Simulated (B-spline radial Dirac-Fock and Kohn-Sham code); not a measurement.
How the settings move the core levels of Cs

ΔSCF core binding energies without Breit or QED terms, calculated with a radial finite-basis atomic code. Keys: rel is the Hamiltonian (dirac, or spin-free x2c and nr, where L3 and M5 stand for the whole 2p and 3d shells), method is hf or an exchange,correlation pair (spin-unpolarised, also for the hole states), nuc the nuclear model, radius_factor scales its radius, rmax is the box in bohr, h the logarithmic mesh step, order the B-spline order, points the quadrature points per cell, c_factor scales the speed of light, and damp, ndamp, maxit and tol steer the iteration. The run stops when the commutator error falls below 10·tol·max(1, Z/10), or the numerical noise floor, and the energy has settled to about 1e-8 Ha; the virial ratio is −V/T.

Base input:

```json
{"items": [{"Z": 55, "q": 0, "cfg": [[1, 0, 2], [2, 0, 2], [2, 1, 6], [3, 0, 2], [3, 1, 6], [3, 2, 10], [4, 0, 2], [4, 1, 6], [4, 2, 10], [5, 0, 2], [5, 1, 6], [6, 0, 1]], "A": 133, "rrms": 4.8041, "do": "settings", "holes": ["K", "L3", "M5"],
  "settings": [{"rel": "dirac", "method": "hf", "nuc": "fermi", "radius_factor": 1.0, "rmax": 45.0, "h": 0.3, "order": 8, "points": 10, "c_factor": 1.0, "maxit": 60, "damp": 0.5, "ndamp": 3, "tol": 1e-08}]}]}
```

The ground state converged in 11 iterations, with total energy -7786.77413 Ha, virial ratio 1.93907 and highest orbital energy -3.49 eV. ΔSCF binding energies: K (1s) 36119.7 eV, L3 (2p3/2) 5028.3 eV, M5 (3d5/2) 732.3 eV.

Changes from the base run:

| changed setting | Δ total energy (Ha) | Δ K (eV) | Δ L3 (eV) | Δ M5 (eV) | iterations |
| --- | --- | --- | --- | --- | --- |
| tol = 1e-06 | 0.00000 | 0.00 | 0.00 | 0.00 | 9 |
| nuc = "gauss" | -0.00119 | +0.01 | 0.00 | 0.00 | 11 |
| rel = "x2c" | +3.63783 | -31.93 | +109.85 | +5.73 | 10 |
| nuc = "gauss"; radius_factor = 0.5; h = 0.22 | -0.21317 | +2.44 | -0.02 | 0.00 | 11 |
| tol = 1e-06 | 0.00000 | 0.00 | 0.00 | 0.00 | 9 |
| damp = 0.8 | 0.00000 | 0.00 | 0.00 | 0.00 | 11 |
| method = "wc,pbe" | ? | ? | ? | ? | ? |
| nuc = "sphere" | +0.00040 | 0.00 | 0.00 | 0.00 | 11 |
| method = "pbesol" | -0.07651 | +10.08 | -26.39 | -5.53 | 11 |
| nuc = "gauss"; radius_factor = 0.5; order = 7 | -0.21308 | +2.44 | -0.02 | 0.00 | 11 |
| radius_factor = 1.2; damp = 0.8; tol = 1e-06 | +0.11696 | -1.34 | +0.01 | 0.00 | 9 |
| rmax = 60.0 | 0.00000 | 0.00 | 0.00 | 0.00 | 11 |

Task: What does the change method = "wc,pbe" do?

Result: The total energy moves by -2.38259 Ha and the binding energies by K +23.17 eV, L3 -24.85 eV, M5 -5.42 eV; the run takes 11 iterations.
